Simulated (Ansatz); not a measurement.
Geometry optimisation, Ansatz, RKS PBE/def2-SVP.

Input file:

```yaml
crystal:
  periodic: [false, false, false]
  atoms:
    - { symbol: Ta, position_ang: [-0.260723, -0.460618, 0.314589] }
    - { symbol: O, position_ang: [2.776979, 0.309883, -0.358983] }
    - { symbol: H, position_ang: [2.876889, 0.968657, 0.355399] }
    - { symbol: F, position_ang: [0.343, 0.435788, 1.890184] }
    - { symbol: F, position_ang: [-0.062348, -1.329903, -1.363433] }
    - { symbol: F, position_ang: [-0.42801, 1.206189, -0.570858] }
    - { symbol: O, position_ang: [-1.984962, -1.000572, 0.81718] }
    - { symbol: H, position_ang: [-2.418733, -1.701867, 1.331425] }
    - { symbol: "N", position_ang: [1.126584, -1.933557, 0.939533] }
    - { symbol: H, position_ang: [1.341052, -2.642344, 0.22505] }
    - { symbol: Si, position_ang: [1.891153, -2.175056, 2.516887] }
    - { symbol: H, position_ang: [2.43532, -3.57877, 2.545482] }
    - { symbol: H, position_ang: [3.034356, -1.216122, 2.745178] }
    - { symbol: H, position_ang: [0.908047, -2.003874, 3.64096] }
    - { symbol: H, position_ang: [2.723696, -0.541835, 0.149708] }
basis:
  gaussian: { orbitals: def2-SVP }
hamiltonian:
  xc: pbe
relax:
  f_tol: 0.03
  max_steps: 50
```

Command:

```bash
$ ansatz run input.yaml --threads 4 --pin off --max-ram 5120MiB --backend cpu --events-out ev --progress --plain --runs-dir out
```

Task: Where does it end, and by what steps?

Result: The run converged. After 18 steps the energy has fallen by 0.550 eV; H3 moved furthest, 0.99 Å. Joined: Ta1–O2 (3.21 → 2.36 Å).

```csv
step,energy less start (eV),largest force component (eV/Å),accepted
0,0.0000,1.350,yes
1,-0.1394,1.487,yes
2,-0.2458,1.341,yes
3,-0.3893,1.206,yes
4,-0.4498,1.122,yes
5,-0.4823,0.292,yes
6,-0.4824,0.874,yes
7,-0.5094,0.280,yes
8,-0.5166,0.137,yes
9,-0.5229,0.329,yes
10,-0.5249,0.386,yes
11,-0.5079,1.371,no
12,-0.5352,0.051,yes
13,-0.5386,0.423,yes
14,-0.5431,0.222,yes
15,-0.5464,0.205,yes
16,-0.5437,0.330,no
17,-0.5494,0.062,yes
18,-0.5498,0.022,yes
```

```xyz
15
Properties=species:S:1:pos:R:3
Ta 0.011 -0.508 0.304
O 2.229 0.151 -0.155
H 2.199 1.111 -0.345
F 0.500 0.272 2.000
F 0.128 -1.358 -1.398
F -0.060 1.252 -0.497
O -1.815 -0.823 0.669
H -2.377 -1.432 1.174
N 0.981 -2.131 1.035
H 1.145 -2.890 0.360
Si 1.907 -2.293 2.527
H 2.510 -3.672 2.575
H 3.051 -1.301 2.566
H 1.067 -2.075 3.752
H 2.827 0.036 0.612
```

Whether the end is a true minimum wasn't checked by a vibrational analysis.

Run time: 65 s on 4 threads of Arm Neoverse V2, on a shared host, peak memory 0.27 GiB.
